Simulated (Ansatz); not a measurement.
`C[Si](C)(C)C[Si](C)(F)F` → 5 C• + 2 F• + 14 H• + 2 Si•  (atomization)

Gas-phase electronic energies from Ansatz, PBE0-D4/def2-TZVP geometries. CBS: MP2 limit from def2 TZ/QZ plus the TZ coupled-cluster correction, frozen cores. This one scheme is used for every species, atoms too. Functionals use def2-TZVPP. No spin–orbit coupling; open shells (•) take unrestricted orbitals. Spin–orbit coupling would lower the free atoms: a little for C, F, Si. One conformer a species, not always the lowest.

```json
{"level": "BLYP-D4", "ΔE (kJ/mol)": "9075.7"}
{"level": "PBE0", "ΔE (kJ/mol)": "9100.9"}
{"level": "HF/def2-SVP", "ΔE (kJ/mol)": "6995.9"}
{"level": "MP2/def2-SVP", "ΔE (kJ/mol)": "8752.8"}
```

(1) What does CCSD(T)/CBS give? (An estimate is asked.)

Largest T1 diagnostic among the species: 0.012.

## Answers

(1) Ansatz gave: +9159.0 kJ/mol. The listed levels differ from it by -83.3, -58.1, -2163.1, -406.2 kJ/mol.

From PBE to PBE0 (25 % exact exchange), in def2-TZVPP and without D4, ΔE moves by −80.4 kJ/mol: exact exchange takes away binding that semilocal exchange gives to molecules. In def2-TZVPP, CCSD(T) changes the Hartree–Fock value by +1956.3 kJ/mol (the triples alone add +103.5 kJ/mol) and MP2 by +2072.1 kJ/mol; breaking electron pairs costs correlation energy, which Hartree–Fock lacks.

For atomizations the MP2-based limit and the directly extrapolated one differ by several kJ/mol either way, and by 10 to 25 for some Ge, Se and Sn compounds, so smaller differences from it don't rank the levels.
